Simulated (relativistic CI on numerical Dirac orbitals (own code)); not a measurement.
Ions with 5 electrons, Mn²⁰⁺ to Ru³⁹⁺

These numbers are calculated, not measured: Dirac-Coulomb-Breit CI, KLI orbitals optimised for each configuration, model QED (radiative potential, 1s self-energy scaled to tabulated hydrogen-like ionisation energies), unscaled Slater integrals (own radial code, finite nucleus).

CI space (outside the closed core 1s2): 2s2.2p, 2s.2p2, 2p3, 2p2.3s, 2p2.3p, 2p2.3d, 2s2.3s. Levels of other configurations are missing.

Energies above each ion's lowest level, in eV. Levels are followed by their leading LS label, which can pass from one level to another where the coupling changes.

```tsv
Ion	2s2.2p 2P°_1/2	2s2.2p 2P°_3/2	2s.2p2 4P_1/2	2s.2p2 4P_3/2	2s.2p2 4P_5/2	2s.2p2 2D_3/2	2s.2p2 2D_5/2
Mn²⁰⁺	0	12.309	46.223	51.795	57.507	85.633	87.633
Fe²¹⁺	0	14.644	49.344	56.184	62.816	91.714	94.45
Co²²⁺	0	17.301	52.582	60.924	68.545	98.163	101.84
Ni²³⁺	0	20.309	55.933	66.046	74.713	105.01	109.88
Cu²⁴⁺	0	23.698	59.389	71.58	81.342	112.27	118.64
Zn²⁵⁺	0	27.502	62.946	77.56	88.452	119.99	128.2
Ga²⁶⁺	0	31.754	66.594	84.02	96.064	128.19	138.64
Ge²⁷⁺	0	36.489	70.325	90.995	104.2	136.91	150.04
As²⁸⁺	0	41.745	74.131	98.523	112.89	146.18	162.5
Se²⁹⁺	0	47.562	78.003	106.64	122.16	156.04	176.1
Br³⁰⁺	0	53.978	81.933	115.4	132.03	166.53	190.94
Kr³¹⁺	0	61.037	85.912	124.83	142.56	177.68	207.11
Rb³²⁺	0	68.783	89.935	134.98	153.78	189.56	224.71
Sr³³⁺	0	77.263	93.996	145.9	165.73	202.19	243.82
Zr³⁵⁺	0	96.615	102.21	170.24	192.02	229.94	287.01
Nb³⁶⁺	0	107.59	106.36	183.76	206.47	245.15	311.29
Mo³⁷⁺	0	119.5	110.54	198.25	221.86	261.34	337.5
Tc³⁸⁺	0	132.41	114.74	213.78	238.24	278.55	365.76
Ru³⁹⁺	0	146.37	118.97	230.4	255.69	296.85	396.18
```

The lowest level keeps the configuration 2s2.2p and J = 1/2 throughout.

Between Z = 41 and 44 the energy of 2s2.2p 2P°_3/2 follows a local power law Z^4.4. For orientation: electrostatic splittings inside a shell grow about linearly with the screened charge, excitations that change n as its square, and fine structure as its fourth power; written in Z itself the exponents are larger, since the screened charge grows faster in proportion.
